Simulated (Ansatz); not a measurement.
```xyz
10

C    -1.663    1.210    0.892
O    -0.798    0.359    0.216
Y     0.318   -0.919   -0.846
N     2.397   -0.843   -0.396
Cl   -0.514   -2.513   -2.580
H    -1.303    2.245    0.856
H    -1.749    0.925    1.948
H    -2.669    1.187    0.456
H     2.857   -0.246    0.280
H     3.124   -1.405   -0.824
```

Total charge 0; spin multiplicity 1. Y: def2 effective core potential.

Question: List the r2SCAN/def2-TZVPP orbital energies in eV (Ansatz 0.2.0). (An estimate is asked.)

Answer: The calculation gave: Occupied: -2751.91, -515.21, -384.12, -274.10, -253.31, -191.76, -191.75, -191.74, -49.41, -28.66, -28.30, -28.09, -25.07, -20.75, -19.46, -16.94, -11.50, -11.08, -11.06, -11.05, -8.59, -7.89, -7.42, -7.27, -6.85, -6.65, -5.99. Lowest empty: -2.06, -0.60, -0.16, 0.12, 0.39, 0.44, 0.53, 1.12.
